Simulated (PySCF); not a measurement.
A structure optimised at PBE-D3(BJ)/def2-SVP, used in a PySCF frequency run:

```xyz
9

O     -1.3104    -0.7660    -0.9309
Ge     0.0000     0.0000     0.0000
O      1.3104     0.7660    -0.9309
O      0.7660    -1.3104     0.9309
O     -0.7660     1.3104     0.9309
H     -1.0652    -1.6891    -1.1332
H      1.0652     1.6891    -1.1332
H      1.6891    -1.0652     1.1332
H     -1.6891     1.0652     1.1332
```
Charge 0, spin multiplicity 1.

Question: Write its SMILES, formula and point group.

Answer: [OH][Ge]([OH])([OH])[OH], GeH₄O₄, S4

Question: What are its rotational constants (standard atomic weights)?

Answer: 3.5492, 3.5492, 3.0908 GHz
